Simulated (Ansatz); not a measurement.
`CB/C=C/O` + `BS` → `BS/C=C/BC` + H₂O  (substitution at a C–O bond)

Gas-phase electronic energies from Ansatz, PBE0-D4/def2-TZVP geometries. CBS: MP2 limit from def2 TZ/QZ plus the TZ coupled-cluster correction, frozen cores. This one scheme is used for every species. Double bonds are as drawn, so ΔE can hold a change between cis and trans. Functionals use def2-TZVPP. B3LYP here is the variant with VWN-RPA as its local correlation; programs differ in this. Each species was taken in one conformer, which may not be the lowest.

| level | ΔE (kJ/mol) | difference from CCSD(T)/CBS |
| --- | --- | --- |
| r2SCAN-D4 | -9.4 | 14.4 |
| PBE0-D4 | -12.5 | 11.3 |
| B3LYP-D4 | -11.9 | 11.9 |
| ωB97X-V | -6.8 | 17.0 |
| ωB97M-V | -9.1 | 14.7 |
| B3LYP | -3.9 | 19.9 |
| HF/def2-TZVPP | 0.8 | 24.6 |
| MP2/def2-TZVPP | -25.9 | -2.1 |
| SCS-MP2/def2-TZVPP | -19.9 | 3.9 |
| CCSD/def2-TZVPP | -14.0 | 9.8 |
| CCSD(T)/def2-TZVPP | -17.0 | 6.8 |
| HF/def2-QZVPP | 0.2 | 24.0 |
| MP2/def2-QZVPP | -30.0 | -6.2 |
| HF/CBS(def2) | 0.1 | 23.9 |
| MP2/CBS(def2) | -32.7 | -8.9 |
| CCSD/CBS(def2) | -20.8 | 3.0 |
| CCSD(T)/CBS | -23.8 | 0 |

Largest T1 diagnostic among the species: 0.015.

The D4 term adds −8.0 kJ/mol with B3LYP and −4.5 kJ/mol with PBE0; it sums over pairs of atoms, weighted by their polarisabilities, and B3LYP, whose exchange is more repulsive, gets the larger term. In def2-TZVPP, CCSD(T) changes the Hartree–Fock value by −17.8 kJ/mol (the triples alone add −3.0 kJ/mol) and MP2 by −26.8 kJ/mol.
